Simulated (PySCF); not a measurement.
Input file for PySCF: R-B3LYP/LANL2DZ on CH4BrF (a complex), monomers drawn apart or pushed together.

```python
from pyscf import gto, scf, dft, mp
from pyscf.data.elements import chemcore

mol = gto.M(
    atom='''
    F    -0.03944370   -0.14847424    0.64158482
    H    -0.06251873   -0.64868843    1.43193789
    C    -0.26814134    0.99316332    4.18779287
    Br   -0.18992852   -0.97052778    4.12200457
    H    -1.20659440    1.25919376    4.66002208
    H    -0.21837674    1.34634552    3.16423902
    H     0.58254600    1.32671963    4.77049235
    ''',
    basis='lanl2dz',
    ecp={'Br': 'lanl2dz'},
    charge=0, spin=0, verbose=3, max_memory=1800)
mf = dft.RKS(mol, xc='b3lyp')
mf.conv_tol = 1e-8
mf.max_cycle = 100
mf.kernel()
if not mf.converged:
    mf = mf.newton().run(mf.mo_coeff, mf.mo_occ)
```

Output:

```
converged SCF energy = -153.520559945428
```

Self-consistency was reached.

Cost: very roughly 2.4 core-seconds.
